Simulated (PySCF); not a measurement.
Atom-mapped SMILES (the numbers label the heavy atoms): `[OH:1][CH2:2]/[CH:3]=[CH:4]\[O:5][SiH3:6]`. Each H is labelled by its parent atom.

Geometry: PBE0-D3(BJ)/def2-SVP; GIAO shifts from PySCF 2.14.0 with density-fitted response routines, gas phase, non-relativistic, averaged over equivalent atoms.

At PBE0/pcSseg-1 (149 basis functions, 14 s wall time on 1 thread of an Arm Neoverse V1, shared host):
```json
{"atoms": "O5", "δ (ppm)": "89.7"}
{"atoms": "O1", "δ (ppm)": "40.5"}
{"atoms": "C4", "δ (ppm)": "146.8"}
{"atoms": "C3", "δ (ppm)": "119.6"}
{"atoms": "C2", "δ (ppm)": "57.4"}
{"atoms": "Si6", "δ (ppm)": "-27.8"}
{"atoms": "H(C4)", "δ (ppm)": "6.18"}
{"atoms": "H(C3)", "δ (ppm)": "4.98"}
{"atoms": "H(Si6)", "δ (ppm)": "4.88"}
{"atoms": "H(C2)", "δ (ppm)": "4.34"}
{"atoms": "H(O1)", "δ (ppm)": "-0.54"}
```

δ = σ(ref) − σ, references computed at the same level: $^{17}$O (334.56 ppm) against H2O; $^{13}$C (184.41 ppm) and $^{29}$Si (351.99 ppm) and $^{1}$H (31.27 ppm) against TMS.

Question: What do these become at B97-2/pcSseg-1?

Answer: 
```json
{"atoms": "O5", "δ at B97-2/pcSseg-1": "87.1", "change": "-2.6"}
{"atoms": "O1", "δ at B97-2/pcSseg-1": "40.4", "change": "-0.1"}
{"atoms": "C4", "δ at B97-2/pcSseg-1": "143.8", "change": "-3.0"}
{"atoms": "C3", "δ at B97-2/pcSseg-1": "116.8", "change": "-2.8"}
{"atoms": "C2", "δ at B97-2/pcSseg-1": "57.3", "change": "-0.1"}
{"atoms": "Si6", "δ at B97-2/pcSseg-1": "-29.8", "change": "-2.0"}
{"atoms": "H(C4)", "δ at B97-2/pcSseg-1": "6.15", "change": "-0.03"}
{"atoms": "H(C3)", "δ at B97-2/pcSseg-1": "4.91", "change": "-0.07"}
{"atoms": "H(Si6)", "δ at B97-2/pcSseg-1": "4.77", "change": "-0.11"}
{"atoms": "H(C2)", "δ at B97-2/pcSseg-1": "4.33", "change": "-0.01"}
{"atoms": "H(O1)", "δ at B97-2/pcSseg-1": "-0.53", "change": "+0.01"}
```

δ = σ(ref) − σ, references computed at the same level: $^{17}$O (σ = 331.62 ppm) vs H2O; $^{13}$C (σ = 183.69 ppm), $^{29}$Si (σ = 357.41 ppm), $^{1}$H (σ = 31.38 ppm) vs TMS.

The largest change is at C4 (alkene carbon bearing oxygen). Cost: 149 basis functions, 15 s wall time on 1 thread of an Arm Neoverse V1, shared host. The order of the carbon signals is the same at both levels.

Experimental scales use liquid or dissolved standards, which lie at an offset from isolated H2O (liquid H2O: subtract about 36 ppm).
